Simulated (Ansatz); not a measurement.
Relaxation of C2H7ClOSi (12 atoms, charge 0, multiplicity 1), to a largest force component of 0.02 eV/Å in at most 50 steps.

These are results of RKS PBE0/def2-SVP (Ansatz 0.2.0), not measurements.

```xyz
12
Properties=species:S:1:pos:R:3
Si -1.110 -0.528 1.711
O -0.613 0.398 0.400
C 0.396 -0.154 -0.419
C 0.832 0.841 -1.523
Cl 2.049 0.193 -2.584
H -0.026 -0.718 2.622
H -1.659 -1.777 1.212
H -1.226 1.156 0.574
H 0.101 -1.090 -0.798
H 1.326 -0.333 0.229
H -0.135 1.027 -2.116
H 1.105 1.798 -1.089
```

Question: Where does it end, and by what steps?

Answer: The run converged. After 18 steps the energy has fallen by 2.221 eV; H8 moved furthest, 0.81 Å.

```csv
step,energy less start (eV),largest force component (eV/Å),accepted
0,0.0000,4.588,yes
1,-1.2857,2.735,yes
2,-1.8219,1.234,yes
3,-2.0481,0.654,yes
4,-2.1066,0.369,yes
5,-2.1149,0.093,yes
6,-2.1183,0.453,yes
7,-2.1349,0.622,yes
8,-2.1779,0.533,yes
9,-2.2070,0.143,yes
10,-2.2068,0.231,no
11,-2.2134,0.067,yes
12,-2.2123,0.127,no
13,-2.2160,0.034,yes
14,-2.2174,0.054,yes
15,-2.2190,0.045,yes
16,-2.2196,0.039,yes
17,-2.2205,0.022,yes
18,-2.2206,0.019,yes
```

```xyz
12
Properties=species:S:1:pos:R:3
Si -1.280 -0.467 2.122
O -0.696 0.419 0.382
C 0.250 -0.166 -0.518
C 0.863 0.907 -1.394
Cl 2.054 0.167 -2.488
H 0.190 -0.438 2.559
H -1.128 -1.838 1.439
H -1.476 0.747 -0.085
H -0.227 -0.957 -1.119
H 1.011 -0.633 0.122
H 0.105 1.407 -2.016
H 1.374 1.664 -0.783
```

Run time: 74 s on 2 threads of Arm Neoverse V1, with other jobs on the host, peak memory 0.26 GiB.
